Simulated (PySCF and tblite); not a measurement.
The numbers below are computed, except where a source is named.
System: C4H3NOSe, numbered as in [O:1]=[CH:2][c:3]1[cH:4][cH:5][se:6][n:7]1.

For the rotation about the C3–C2 bond (torsion C4–C3–C2–O1 from 0° to 180°, rising): electronic barrier 9.95 kcal/mol, zero-point change -0.47 kcal/mol, thermal and entropy terms at 298.15 K a further 0.29 kcal/mol (symmetry numbers apart). The minimum is Cs, the saddle C1. Level: PBE0/pcSseg-1 + D3(BJ) on GFN2-xTB stationary points, with GFN2-xTB thermal terms. Rate constants are transition-state-theory values, counting equivalent paths, without tunnelling. Run with tblite and PySCF.

How many equivalent paths lead out of the minimum?

2: the symmetry number of the minimum is 1, that of the saddle displaced along its mode 1, and the displaced saddle is chiral while the minimum is not, which doubles the count.

Work out the rate at 298.15 K.

ΔG‡ = 9.77 kcal/mol; k_B T/h = 6.2×10¹² s⁻¹; exp(−ΔG‡/RT) = 6.9×10⁻⁸; times 2 gives k = 8.6×10⁵ s⁻¹. Wigner's tunnelling factor for the 121i cm⁻¹ mode would be 1.01.

Spin–orbit effects of heavy atoms on shieldings are missing.
